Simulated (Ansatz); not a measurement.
Z-matrix (Å, degrees):
```
C
N 1 1.463
H 1 1.094 2 111.7
H 1 1.094 2 110.9 3 120.3
H 1 1.092 2 110.8 3 -120.3
Si 2 1.707 1 121.3 3 105.8
Si 2 1.728 1 117.7 3 -77.3
F 6 1.611 2 110.4 1 116.8
H 6 1.479 2 113.5 1 -126.3
H 6 1.482 2 108.2 1 -0.9
O 7 1.639 2 106.6 1 -168.9
O 7 1.631 2 114.6 1 71.9
H 7 1.478 2 108.7 1 -44.5
H 11 0.960 7 118.4 2 53.5
H 12 0.959 7 117.9 2 70.1
```

Charge 0, multiplicity 1.

(1) List the r2SCAN/def2-TZVPP orbital energies in eV (the Gaussian-basis code of Ansatz). (An estimate is asked.)

Results:

(1) Ansatz gave: Occupied: -1792.06, -1791.97, -666.08, -515.97, -515.88, -385.14, -274.11, -142.37, -142.23, -97.28, -97.23, -97.19, -97.12, -97.10, -97.07, -31.18, -26.85, -26.30, -23.13, -17.60, -14.94, -14.04, -13.39, -12.50, -11.84, -11.53, -11.05, -10.95, -10.26, -10.16, -9.55, -9.00, -8.79, -8.47, -8.29, -7.92, -6.53. Lowest empty: -0.02, 0.39, 0.78, 1.07, 1.61, 1.79, 2.34, 2.50.
